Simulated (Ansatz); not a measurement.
TiBr₂Cl₂⁻. Charge -1, multiplicity 2. Geometry PBE-D4/def2-SVPD; atoms count from 1.

```xyz
5

Ti    0.059    0.019   -0.018
Br   -1.876    1.505    0.202
Br   -0.596   -2.278    0.530
Cl    1.688    0.580    1.484
Cl    0.725    0.175   -2.198
```

(1) Estimate the Mulliken populations from the PBE0/def2-TZVPD orbitals of Ansatz.

(2) Where does the spin sit?

(3) And the Mayer bond orders between heavy atoms (over 0.3)?

Answers

(1) 
```csv
atom,charge (e),spin (α − β),d electrons
Ti1,0.68,1.06,2.26
Br2,-0.35,-0.02,–
Br3,-0.35,-0.02,–
Cl4,-0.49,-0.01,–
Cl5,-0.49,-0.01,–
```
Mulliken values depend strongly on the basis. With diffuse functions, as here, like atoms can get unlike values, and bond orders can come out too low or too high.

(2) Summed by element: Ti 1.06, Br -0.03, Cl -0.03, of 1 unpaired in all. Largest on single atoms: Ti1 1.06, Br2 -0.02, Br3 -0.02.

(3) Ti1–Br2 1.01 (2.45 Å); Ti1–Br3 1.01 (2.45 Å); Ti1–Cl4 0.89 (2.29 Å); Ti1–Cl5 0.89 (2.29 Å).
